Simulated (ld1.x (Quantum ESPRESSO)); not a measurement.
**arsenic (As): excitation energies, all-electron against RRKJ**

arsenic, norm-conserving RRKJ (Kleinman–Bylander form), made with ld1.x (Quantum ESPRESSO) 7.5 (revPBE, scalar-relativistic). Core [Ar], reference 3d10 4s2 4p3. Waves: 4p (bound): rc 1.45 bohr; 3d (bound): rc 1.00 bohr; 4s (bound): rc 1.75 bohr. Local part: the s channel. Core correction: none. rho0 = 0.001.

Energies are relative to the spin-unpolarised reference configuration 3d10 4s2 4p3; without spin polarisation the order of configurations can differ from experiment. The frozen-core shift is the all-electron ΔE with the core orbitals held at their reference shape minus the fully relaxed ΔE.

```tsv
valence configuration	charge	ΔE all-electron (eV)	error AE − PS (meV)	frozen-core shift (meV)
3d10 4s2 4p2	+1	9.105	-1.8	+1.0
3d10 4s2 4p0	+3	54.558	+2.3	+8.8
3d10 4s1 4p0	+4	105.002	+52	+26
3d10 4s1 4p4	0	9.391	-0.9	+0.8
3d10 4s0 4p5	0	18.993	-2.3	+2.4
```

(1) What are ΔE and the potential's error for 3d9 4s2 4p3?

(2) What are ΔE and the potential's error for 3d10 4s2 4p1?

Levels in the configuration 3d10 4s2 4p0:

```json
{"level": "3d", "all-electron (eV)": "-74.847", "pseudo (eV)": "-74.562"}
{"level": "4s", "all-electron (eV)": "-44.280", "pseudo (eV)": "-44.255"}
```

Note: ghost state, extra bound levels that the all-electron valence spectrum of the same l lacks: p at -1479.6 eV. A true bound ghost makes a file unfit for plane-wave use.

Results:

(1) ΔE = 50.774 eV all-electron; the error (AE − PS) is -766 meV.

(2) ΔE = 26.961 eV all-electron; the error (AE − PS) is -4.6 meV.
